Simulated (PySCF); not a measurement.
## [CuMe2]-: 4 charge schemes on one density

Species: [CuMe2]-, C2H6Cu (charge -1 and singlet state).
Geometry (PBE0-D3(BJ)/def2-SVP, Å), atoms numbered from 1 in this order:
```xyz
9
C2H6Cu angstrom
Cu     0.0000    0.0001    0.0000
C     -0.0042   -0.0140    1.9602
H     -0.4383    0.9072    2.4059
H      1.0119   -0.1042    2.4019
H     -0.5890   -0.8545    2.3929
C      0.0042    0.0140   -1.9603
H     -1.0157    0.0177   -2.4023
H      0.5149   -0.8673   -2.4053
H      0.5160    0.9009   -2.3930
```

Density: PBE0/pcSseg-1 (pcSseg-2 on Cu) (PySCF); schemes: Mulliken, IAO, Hirshfeld and ESP-fitted. Geometry: PBE0-D3(BJ)/def2-SVP; no solvent, vibrations or thermal averaging. The pcSseg-1 basis has no diffuse functions, a weakness for an anion.

Question: Atoms with like bonding are taken together and averaged. For which atoms does the sign change between the 4 schemes (beyond +0.03 e in one, beyond −0.03 e in another)?

Answer: H3 (×6).

Question: Which atoms carry the highest charge in the Mulliken, IAO, Hirshfeld and ESP-fitted schemes?

Answer: All schemes agree: Mulliken Cu1 (+0.073); IAO Cu1 (+0.333); Hirshfeld Cu1 (+0.015); ESP-fitted Cu1 (+0.070).

Question: Give the atomic charges in each scheme.

Answer: In e; atoms taken as equivalent share a row and are averaged (×n: the atom named and its like, n in all):

```csv
atom,environment,Mulliken,IAO,Hirshfeld,ESP-fitted
Cu1,copper bonded to 2 C,+0.073,+0.333,+0.015,+0.070
C2/C6,carbon bonded to Cu and 3 H,-0.648,-0.904,-0.375,-0.740
H3 (×6),hydrogen on C2,+0.037,+0.079,-0.044,+0.068
```

Mean size of the charges over all atoms: IAO 0.291 e, ESP-fitted 0.218 e, Mulliken 0.177 e, Hirshfeld 0.114 e. Each set sums to the total charge, -1, to within 0.001 e. The IAO scheme counts the electrons in orthogonalised intrinsic atomic orbitals, a minimal basis polarised so that it spans the occupied orbitals exactly.

Question: Sum the charges by element, for elements with more than one atom.

Answer: 
| element | atoms | Mulliken | IAO | Hirshfeld | ESP-fitted |
| --- | --- | --- | --- | --- | --- |
| C | 2 | -1.295 | -1.808 | -0.750 | -1.480 |
| H | 6 | +0.222 | +0.476 | -0.265 | +0.410 |

Question: How many electrons does the Mulliken scheme count on Cu1?

Answer: Z − q = 29 − (+0.073) = 28.927.
